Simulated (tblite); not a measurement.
C5H8ClFSi2.
Geometry (GFN2-xTB, Å), atoms numbered from 1 in this order:
```xyz
17
C5H8ClFSi2 angstrom
C      3.014    1.666    0.004
C      1.986    1.075   -0.168
C      0.755    0.377   -0.368
Cl     0.544    0.050   -2.137
Si     0.614   -1.362    0.458
C     -1.249   -1.626    0.152
Si    -2.028    0.078   -0.223
C     -0.473    1.185    0.034
F     -0.378    1.459    1.397
H      3.915    2.178    0.166
H      0.961   -1.247    1.874
H      1.494   -2.278   -0.264
H     -1.405   -2.308   -0.682
H     -1.721   -2.092    1.013
H     -2.539    0.215   -1.586
H     -3.010    0.482    0.782
H     -0.489    2.162   -0.461
```

Method: GFN2-xTB as coded in tblite; computed harmonic values from a numerical Hessian at the method's own geometry, unscaled. Against measured fundamentals such values can be off by several per cent, at times by over 20. Modes of hydrogen on silicon can be 10 to 20 % off. One conformer, not necessarily the lowest.

Harmonic wavenumbers (cm⁻¹): 74.9, 82.6, 101.2, 130.3, 136.8, 175.8, 257.0, 310.7, 339.3, 383.2, 397.0, 424.6, 464.1, 478.9, 521.2, 553.3, 571.6, 626.5, 633.4, 643.7, 659.7, 683.2, 731.3, 759.2, 762.7, 774.1, 779.7, 801.4, 978.5, 1001.2, 1022.8, 1110.7, 1122.9, 1201.0, 1277.8, 1450.6, 2265.3, 2279.6, 2289.2, 2291.0, 2299.2, 2924.1, 3003.2, 3017.1, 3396.8.

A = 1322, B = 902.1, C = 824.3 MHz; mass 177.984 u (most abundant isotopes); point group C1, symmetry number 1.

Q: What is the zero-point energy?

A: ½Σν̃ = 23094 cm⁻¹ = 276.27 kJ/mol.

Q: Entropy at 298.15 K, 1 bar (ideal gas, RRHO, classical rotation)?

A: Translation 173.48, rotation 126.23, vibration 139.97: S = 439.7 J/(mol K).

Q: And Cp and H(298.15 K) − H(0)?

A: Cp = 192.49 J/(mol K), of which vibrations give 159.24 (their classical limit is 45 R = 374.2); H(298.15 K) − H(0) = 33.21 kJ/mol without the zero-point energy, 23.30 from vibrations.

Q: How do the functions run with temperature in this model?

A: 
| T (K) | S (J/(mol K)) | Cp (J/(mol K)) | H − H(0) (kJ/mol) | G − H(0) (kJ/mol) | ln q(vib) |
| --- | --- | --- | --- | --- | --- |
| 50 | 250.5 | 55.9 | 2.04 | -10.49 | 0.33 |
| 100 | 298.0 | 83.5 | 5.54 | -24.26 | 1.50 |
| 373.15 | 486.3 | 222.8 | 48.83 | -132.62 | 9.80 |
| 500 | 557.0 | 260.2 | 79.62 | -198.90 | 13.73 |
| 750 | 672.1 | 306.1 | 150.92 | -353.11 | 20.89 |
| 1000 | 764.3 | 334.6 | 231.27 | -533.04 | 27.22 |

q(vib) and H(0) count from the zero-point level.

Q: Which modes carry the vibrational entropy at 298.15 K?

A: 74.9 cm⁻¹: 16.82; 82.6 cm⁻¹: 16.02; 101.2 cm⁻¹: 14.36; 130.3 cm⁻¹: 12.31; 136.8 cm⁻¹: 11.92; 175.8 cm⁻¹: 9.93 J/(mol K); the other 39 give 58.62 together.

Q: What must be added to the electronic energy to get the Gibbs energy at 298.15 K and 1 bar?

A: ZPE + [H(298.15 K) − H(0)] − T·S = 276.27 + 33.21 − 131.09 = 178.39 kJ/mol.

Q: Blend soft modes into free rotors: weight 1/[1 + (100 cm⁻¹/ν̃)⁴] for the oscillator and the rest for a rotor with moment μB/(μ + B), μ = h/(8π²ν), B = 10⁻⁴⁴ kg m². What vibrational entropy results?

A: 133.15 J/(mol K) in place of 139.97, which changes −T·S at 298.15 K by +2.03 kJ/mol.

Hindered rotation and anharmonicity are outside this model. Other conformers, if any are populated, would add a mixing term that is left out. The structure is chiral; the term R ln 2 for an equal mix with its mirror image is left out.

The run took 3.7 s wall, 3.2 s CPU on Intel Xeon at 2.50 GHz, one thread, shared host with 64 logical CPUs at a one-minute load of 55. This covers the Hessian and the dipole derivatives.
